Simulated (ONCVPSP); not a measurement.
Potentials for S compared

Generated with ld1.x 7.5 (TM, RRKJ, ultrasoft, PAW), atompaw 4.2 or ONCVPSP 4.0.1. The cutoff is in Ry: for ld1.x and atompaw files where the sum of valence levels is converged to 10 mRy in a Bessel basis, for ONCV files where the hardest occupied wave has 1 mHa per electron of residual kinetic energy. The error is the largest all-electron minus pseudo excitation energy over each file’s own four to seven test configurations (ionisations up to +4, promotions, holes and added fractions of an electron), all of which were solved. The labels leave out finer settings (local radius, basis sizes, second energies), which also bear on the numbers. Spin-polarised tests are not counted. The rows are a selection from randomly drawn settings: files with unsolved tests, undetermined cutoffs or missed reference levels are left out.

A true bound ghost makes a file unfit for plane-wave use even where its test errors are small: the radial tests pick states by their node count and pass the ghost by.

| potential | cutoff (Ry) | largest error (meV) | bound ghosts |
| --- | --- | --- | --- |
| ONCV, PBE, scalar-relativistic, rc 1.15/1.15/1.25 (spd), local s, core correction yes, reference 3s2 3p4, qcut 5.8/8/7.6, projectors 0/1/2 | 128 | +154 | none |
| ONCV, revPBE, scalar-relativistic, rc 1.15/1.30/1.35 (spd), local smoothed, core correction no, reference 3s2 3p4, qcut 6.9/7.2/7.9, projectors 2/2/3 | 39 | +11 | s |
| ONCV, LDA (Perdew-Wang 92), scalar-relativistic, rc 0.65/0.70/0.70 (spd), local smoothed, core correction no, reference 2s2 2p6 3s2 3p4, qcut 19/19.7/12.7, projectors 2/2/2 | 308 | +9.3 | none |
| ONCV, PBE, non-relativistic, rc 1.25/1.45/1.55 (spd), local s, core correction yes, reference 3s2 3p4, qcut 5.8/6.7/5.3, projectors 0/2/2 | 90 | +74 | none |

**Question.** Fill in the row for S: ONCV, LDA (Perdew-Zunger), scalar-relativistic, rc 0.80/0.90 (sp), local smoothed, core correction no, reference 2s2 2p6 3s1.75 3p4.25, qcut 17.2/12.2, projectors 3/2.

**Answer.** cutoff 685 Ry, largest error +4.7 meV, bound ghosts: none.

**Question.** Fill in the row for S: ONCV, LDA (Perdew-Zunger), scalar-relativistic, rc 1.35/1.60/1.55 (spd), local s, core correction no, reference 3s2 3p3, qcut 5.7/4.6/7, projectors 0/1/1.

**Answer.** cutoff 27 Ry, largest error +81 meV, bound ghosts: none.

**Question.** Fill in the row for S: ONCV, PBE, scalar-relativistic, rc 1.40/1.40 (sp), local smoothed, core correction yes, reference 3s2 3p4, qcut 3.7/6.1, projectors 2/2.

**Answer.** cutoff 82 Ry, largest error -13 meV, bound ghosts: none.
